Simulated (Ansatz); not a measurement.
Cost and result up the ladder for GeMeH3 (CH₆Ge) (8 atoms). Total charge 0; singlet. Geometry: PBE-D4/def2-TZVP.

```csv
atom,x (Å),y (Å),z (Å)
Ge1,-0.146,-0.731,-0.544
C2,0.166,0.827,0.616
H3,0.037,1.756,0.046
H4,1.185,0.801,1.021
H5,-0.545,0.826,1.452
H6,0.059,-2.046,0.248
H7,0.837,-0.721,-1.741
H8,-1.593,-0.713,-1.098
```

Ansatz on 4 threads of Arm Neoverse V2 on a shared host. Times are rough, and most runs start from the orbitals of an earlier one. CAM-B3LYP-D4/def2-TZVP serves as the yardstick here, not as an exact answer. Differences are given only for rows in sets of like size (and for xTB, whose basis is part of the method), since another set adds its own error. Binding counts from free atoms at the same level (Ge triplet, C triplet, H doublet; other spins of the atoms weren't run), without zero-point energy or a counterpoise term.

HSE06 is defined as in plane-wave codes, on full-range PBE exchange. Correlated methods freeze 10 core orbitals; core or outer-core shells of Ge are correlated, in sets that lack core-valence functions.

Correlated methods converge slowly with the basis.

```json
{"level": "CAM-B3LYP-D4/def2-TZVP", "functions": "115", "binding energy per atom (eV)": "3.24", "difference from CAM-B3LYP-D4/def2-TZVP (eV)": "0.00"}
{"level": "B97M-V/def2-TZVP", "functions": "115", "binding energy per atom (eV)": "3.26", "difference from CAM-B3LYP-D4/def2-TZVP (eV)": "0.02"}
{"level": "PBE0-D4/def2-TZVP", "functions": "115", "binding energy per atom (eV)": "3.21", "difference from CAM-B3LYP-D4/def2-TZVP (eV)": "-0.04"}
{"level": "HSE06-D4/def2-TZVP", "functions": "115", "binding energy per atom (eV)": "3.21", "difference from CAM-B3LYP-D4/def2-TZVP (eV)": "-0.03"}
{"level": "r2SCAN-D4/def2-TZVPD", "functions": "145", "binding energy per atom (eV)": "3.23", "difference from CAM-B3LYP-D4/def2-TZVP (eV)": "-0.01"}
{"level": "CCSD(T)/def2-TZVPD", "functions": "145", "binding energy per atom (eV)": "3.15", "difference from CAM-B3LYP-D4/def2-TZVP (eV)": "-0.09"}
{"level": "CCSD(T)/def2-TZVPP", "functions": "163", "binding energy per atom (eV)": "3.20", "difference from CAM-B3LYP-D4/def2-TZVP (eV)": "-0.04"}
{"level": "PBE-D4/def2-TZVP (with forces)", "functions": "115", "binding energy per atom (eV)": "3.22", "difference from CAM-B3LYP-D4/def2-TZVP (eV)": "-0.02"}
{"level": "PBE0-D4/def2-TZVPD", "functions": "145", "binding energy per atom (eV)": "3.21", "difference from CAM-B3LYP-D4/def2-TZVP (eV)": "-0.03"}
{"level": "MP2/def2-TZVP", "functions": "115", "binding energy per atom (eV)": "3.10", "difference from CAM-B3LYP-D4/def2-TZVP (eV)": "-0.14"}
{"level": "PBE-D4/def2-TZVPD", "functions": "145", "binding energy per atom (eV)": "3.22", "difference from CAM-B3LYP-D4/def2-TZVP (eV)": "-0.02"}
{"level": "HF/STO-3G", "functions": "29", "binding energy per atom (eV)": "3.50", "difference from CAM-B3LYP-D4/def2-TZVP (eV)": "–"}
{"level": "PBE-D4/def2-SVP", "functions": "76", "binding energy per atom (eV)": "3.23", "difference from CAM-B3LYP-D4/def2-TZVP (eV)": "–"}
{"level": "r2SCAN-D4/def2-TZVP", "functions": "115", "binding energy per atom (eV)": "3.23", "difference from CAM-B3LYP-D4/def2-TZVP (eV)": "-0.01"}
```

**Question.** Estimate how long each takes.

**Answer.** HF/STO-3G 0.1 s; PBE-D4/def2-SVP 0.35 s; MP2/def2-TZVP 0.45 s; PBE-D4/def2-TZVP (with forces) 0.7 s; CAM-B3LYP-D4/def2-TZVP 0.7 s; HSE06-D4/def2-TZVP 0.75 s; PBE-D4/def2-TZVPD 0.8 s; PBE0-D4/def2-TZVP 0.85 s; PBE0-D4/def2-TZVPD 0.95 s; r2SCAN-D4/def2-TZVP 1.2 s; r2SCAN-D4/def2-TZVPD 1.6 s; B97M-V/def2-TZVP 2.4 s; CCSD(T)/def2-TZVPD 8.5 s; CCSD(T)/def2-TZVPP 13 s. On shared hardware such times vary by a factor of up to 3.
